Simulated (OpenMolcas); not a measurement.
Fe2+ (d6) among equal point charges was computed by CASSCF with the d shell active (OpenMolcas, ANO-RCC-VTZP on the metal). Its lowest spin-free states, and all those of the highest spin:

```tsv
2S+1	Degeneracy	E (cm-1)
5	1	0.0
5	2	1583
5	2	4569
3	1	22813
3	2	22831
3	2	23446
3	1	23718
3	2	24540
3	2	25260
3	1	25373
3	2	26587
3	1	26787
```

Question: Is the site octahedral, tetrahedral or cube-like, axial, or of lower symmetry?

Answer: The states with 2S+1 = 5 have orbital degeneracies 1, 2, 2. There are pairs but no triples, so the site is axial: not cubic, but with a proper or improper axis of order three or more. The run had Fe2+ among 6 point charges of -1.1 e arranged as a trigonal antiprism (D3d), 2.1 Å from the ion, with a polar angle of 61.3° against the regular 54.74°.

Without dynamic correlation the repulsion within the d shell is too large (B by tens of per cent), so at a given field states of lower spin stand too high. The ground term spreads over less than 5000 cm-1, several times less than with real ligands, so orbital moments are less quenched and χT lies further from the spin-only value than at real sites. Point charges carry no covalency, so the field is a model and not that of real ligands. No measured value stands beside these numbers.
